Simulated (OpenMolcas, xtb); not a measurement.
# GeSiH6 (SMILES [SiH3][GeH3]): methods side by side

The species is GeSiH6 (8 atoms), meant as a singlet with charge 0. As SMILES, `[SiH3][GeH3]`. The shape is that of a PBE0-D4/def2-TZVP optimisation.

```xyz
8

Si   -0.5167    0.3865   -1.0102
Ge    0.5297   -0.3938    0.9774
H    -1.8949    0.8572   -0.7109
H    -0.5908   -0.7084   -2.0133
H     0.2608    1.5145   -1.5874
H     0.6191    0.7336    2.0194
H     1.9543   -0.8905    0.6791
H    -0.2693   -1.5562    1.5901
```

Quantity: the vertical energy of the triplet above the singlet, in eV. The values are calculated.

```csv
level,kind,program,value (eV),less CCSD(T)/cc-pVDZ,CPU time (all runs)
GFN1-xTB,semi-empirical,xtb,4.79,-2.38,under 2 s
HF/cc-pVDZ,Hartree–Fock,OpenMolcas,6.94,-0.23,36 s
SVWN5/cc-pVDZ,LDA,OpenMolcas,6.51,-0.66,99 s
BLYP/cc-pVDZ,GGA,OpenMolcas,6.54,-0.63,2.2 min
TPSS/cc-pVDZ,meta-GGA,OpenMolcas,6.71,-0.46,4.1 min
PBE0/cc-pVDZ,global hybrid,OpenMolcas,6.80,-0.37,2.9 min
"CCSD(T)/cc-pVDZ, open shells restricted",coupled cluster or CI,OpenMolcas,7.17,0.00,1.8 min
```

Differences are taken from CCSD(T)/cc-pVDZ, open shells restricted for orientation; it has basis-set and higher-order errors of its own. All-electron rows without a relativistic Hamiltonian named are non-relativistic. The values span 4.79 to 7.17 eV. The xTB rows lack spin polarisation, so open shells miss the exchange term that lowers them. A triplet this far above the singlet is often a Rydberg-like or dissociative state; sets without diffuse functions put Rydberg states too high. In the correlated wave-function rows the outer d shell of Ge is correlated, in sets not made for it. CPU times are rough (shared hosts, several kinds of processor): they show what a rung costs within a factor of a few.
